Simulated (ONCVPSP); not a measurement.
## lanthanum (La): one change to an ONCV potential, before and after

ONCVPSP 4.0.1 input, shortened (lines: element, Z, core and valence counts, functional; n l f; lmax; l rc ep ncon nbas qcut; lloc lpopt rc5 dvloc0; l nproj debl; icmod fcfact rcfact), LDA (Perdew-Wang 92), scalar-relativistic:

```
  La 57.00    9    4  -001012      upf
    1    0    2.00
    2    0    2.00
    2    1    6.00
    3    0    2.00
    3    1    6.00
    3    2   10.00
    4    0    2.00
    4    1    6.00
    4    2   10.00
    5    0    2.00
    5    1    6.00
    5    2    1.00
    6    0    2.00
    3
    0    2.05    0.00    3    8    5.80
    1    2.35    0.00    4    8    4.90
    2    2.45    0.00    4    7    4.70
    3    2.50    0.10    4    9    3.90
    4    4    1.50    0.00
    0    2    1.20
    1    3    1.60
    2    2    3.90
    3    2    2.10
    3    5.25    1.35
```

In the f channel the program set the typed energies aside and used -0.169, 1.931 Ha.

Change: s: qcut 4.

Cutoffs: the cutoffs (Ha) at which the residual kinetic energy of the hardest occupied pseudo-wave falls to 1 and 0.1 mHa per electron; they do not see the model core or the augmentation charge, which bear on the density cutoff. Errors are all-electron minus pseudo energies relative to the spin-unpolarised reference configuration.

How do hardness, ghosts and transferability respond?

The potential gets neither clearly harder nor softer (12 Ha and 14 Ha → 8.1 Ha and 43 Ha); the p channel sets the loose cutoff, while the largest relative change is in s, which becomes softer; of the 4 tests that both files solve, the error grows in 3 and shrinks in 1 by more than 15 % and 0.3 meV (median size 1.3 → 1.8 meV); the range in which the s phases agree narrows (upper end 3.1 → 1.4); neither file shows a bound ghost.

| quantity | base | changed |
| --- | --- | --- |
| cutoff, loose | 12 Ha | 8.1 Ha |
| cutoff, tight | 14 Ha | 43 Ha |
| loose cutoff by channel | s 12 Ha, p 8.1 Ha, d 5.8 Ha | s 7.7 Ha, p 8.1 Ha, d 5.8 Ha |
| bound ghosts | none | none |
| GHOST(+) flags under 300 eV | s at 95.4 eV | s at 69.5 eV |
| error for 5s2 5p6 5d1 6s1, meV [ΔE 6.16 eV] | -1.1 | -1.6 |
| error for 5s2 5p6 5d1 6s0, meV [ΔE 17.30 eV] | -3.4 | -6.9 |
| error for 5s2 5p6 5d0 6s0, meV [ΔE 36.40 eV] | +1.1 | -0.6 |
| error for 5s2 5p6 5d1.5 6s1.5, meV [ΔE 0.36 eV] | -1.6 | -2.1 |
| s: phases at 2.08 bohr within 0.05 rad from the reference energy up to (Ha; the scan ends near 5) | 3.1 | 1.4 |
| p: phases at 2.39 bohr within 0.05 rad from the reference energy up to (Ha; the scan ends near 5) | to the end of the scan | to the end of the scan |
| d: phases at 2.49 bohr within 0.05 rad from the reference energy up to (Ha; the scan ends near 5) | to the end of the scan | to the end of the scan |
| f: phases at 2.54 bohr within 0.05 rad from the reference energy up to (Ha; the scan ends near 5) | 3.4 | 3.4 |
| rms error of d²Exc/dni dnj with the model core, mHa | 0.27 | 0.35 |

Base: The cutoffs count occupied waves only; projector 2 of the f channel, the hardest unoccupied one, needs 70 Ha at the loose tolerance. Changed file: The cutoffs count occupied waves only; projector 2 of the f channel, the hardest unoccupied one, needs 70 Ha at the loose tolerance.
